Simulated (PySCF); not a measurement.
H6B2O2Si, SMILES B[SiH2]B(O)O (GFN2-xTB optimised geometry):

```
11

B     -1.784    -0.855     1.122
Si    -0.222    -1.204     0.019
B      0.957     0.402     0.000
O      2.319     0.402     0.000
O      0.357     1.613     0.000
H     -1.767    -1.018     2.282
H     -2.761    -0.393     0.673
H     -0.509    -1.604    -1.379
H      0.609    -2.362     0.452
H      2.761    -0.444    -0.007
H      0.958     2.362    -0.023
```

Calculation: CAM-B3LYP/def2-TZVP (PySCF).

Question: What are the frontier orbital energies and the dipole moment?

Answer: HOMO-2 -10.38 eV, HOMO-1 -10.28 eV, HOMO -9.40 eV, LUMO -1.14 eV, LUMO+1 1.07 eV; dipole moment 1.31 D.

Meta-Löwdin charges at CAM-B3LYP/def2-TZVP: B1 -0.17, Si2 0.33, B3 0.29, O4 -0.52, O5 -0.52, H6 0.03, H7 0.03, H8 -0.09, H9 -0.11, H10 0.36, H11 0.35.
